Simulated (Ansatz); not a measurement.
`OCO` and `OCOC[SiH3]` differ in one atom or group.

Ansatz, PBE0-D4/def2-TZVP geometries, multiplicity 1. Each molecule was computed in one conformer, which needn't be the lowest.

```csv
property,`OCO`
HOMO energy (ωB97M-V/def2-TZVPP) / eV,-10.77
LUMO energy (B3LYP/def2-TZVPP) / eV,0.67
LUMO energy (PBE/def2-TZVPP) / eV,0.20
HOMO energy (PBE0/def2-TZVPP) / eV,-8.29
HOMO energy (PBE/def2-TZVPP) / eV,-6.56
size of the dipole moment (B3LYP/def2-TZVPP) / D,0.20
```

(1) What does the change do to each property? (Best estimate.)

Answers

(1) The calculation gave: 
```csv
property,`OCOC[SiH3]`,shift
HOMO energy (ωB97M-V/def2-TZVPP) / eV,-9.81,0.96
LUMO energy (B3LYP/def2-TZVPP) / eV,0.46,-0.21
LUMO energy (PBE/def2-TZVPP) / eV,-0.09,-0.29
HOMO energy (PBE0/def2-TZVPP) / eV,-7.48,0.81
HOMO energy (PBE/def2-TZVPP) / eV,-6.01,0.55
size of the dipole moment (B3LYP/def2-TZVPP) / D,0.77,0.57
```

With PBE0 the HOMO rises by 0.81 eV and the LUMO falls by 0.37 eV, so the gap narrows by about 1.18 eV. PBE moves the HOMO by 0.55 eV and ωB97M-V by 0.96 eV. Dipoles are sizes alone; their direction can turn.

B3LYP here is the variant with VWN-RPA as its local correlation; programs differ in this.
